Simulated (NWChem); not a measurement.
Correlation energy of ClIn

```xyz
2

In     0.0000     0.0000    -0.6307
Cl     0.0000     0.0000     1.8179
```
Charge 0, spin multiplicity 1.

All runs are NWChem calculations. All single points use one geometry, from PBE/def2-SVP with def2 effective core potentials on In, a minimum by its harmonic frequencies.

Basis set: def2-TZVP. Each correlation energy counts from its own Hartree-Fock reference.

Effective core potentials replace the inner electrons of In; spin-orbit coupling is left out. The correlated methods keep 9 core orbitals frozen. The structure started from a generated list of species. Coupled-cluster values serve here as a point of comparison, not as the truth.

```json
[
 {"method": "CCSD", "correlation energy (mHa)": "___"},
 {"method": "CCSD(T)", "correlation energy (mHa)": "-476.2"},
 {"method": "CR-CCSD(T)", "correlation energy (mHa)": "-472.7"},
 {"method": "SCS-MP2", "correlation energy (mHa)": "-419.6"},
 {"method": "CCSD+T(CCSD)", "correlation energy (mHa)": "___"},
 {"method": "MP2", "correlation energy (mHa)": "-450.3"},
 {"method": "CR-CCSD[T]", "correlation energy (mHa)": "-473.4"}
]
```

### Question
What belongs in the gaps?

### Answer

- CCSD, correlation energy (mHa): -460.0
- CCSD+T(CCSD), correlation energy (mHa): -477.2
